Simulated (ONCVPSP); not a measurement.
**Transferability test, ONCV potential for Cu**

ONCVPSP 4.0.1 input, shortened (lines: element, Z, core and valence counts, functional; n l f; lmax; l rc ep ncon nbas qcut; lloc lpopt rc5 dvloc0; l nproj debl; icmod fcfact rcfact), PBE, scalar-relativistic:

```
  Cu 29.00    3    4        4      upf
    1    0    2.00
    2    0    2.00
    2    1    6.00
    3    0    2.00
    3    1    6.00
    3    2   10.00
    4    0    1.00
    2
    0    1.10    0.00    3    7   11.90
    1    1.10    0.00    4    9   10.80
    2    1.10    0.00    4    8   17.50
    4    5    0.90    2.00
    0    2    2.30
    1    2    2.60
    2    1    0.40
    0    0.00    0.00
```

In the p channel the program set the typed energies aside and used -2.651, 0.250 Ha.

Energies are relative to the spin-unpolarised reference configuration 3s2 3p6 3d10 4s1; without spin polarisation the order of configurations can differ from experiment. Not all tests gave a result: 1 of 4 tests not solved or not reliable.

| valence configuration | charge | ΔE all-electron (eV) | error AE − PS (meV) |
| --- | --- | --- | --- |
| 3s2 3p6 3d10 4s0 | +1 | 8.150 | +2.3 |
| 3s2 3p6 3d9 4s0 | +2 | 29.483 | -3.5 |
| 3s2 3p6 3d9 4s1 4p1 | 0 | 6.813 | -0.8 |

Levels in the configuration 3s2 3p6 3d9 4s0:

| level | all-electron (eV) | pseudo (eV) |
| --- | --- | --- |
| 3s | -140.286 | -140.304 |
| 3p | -97.619 | -97.637 |
| 3d | -29.628 | -29.639 |
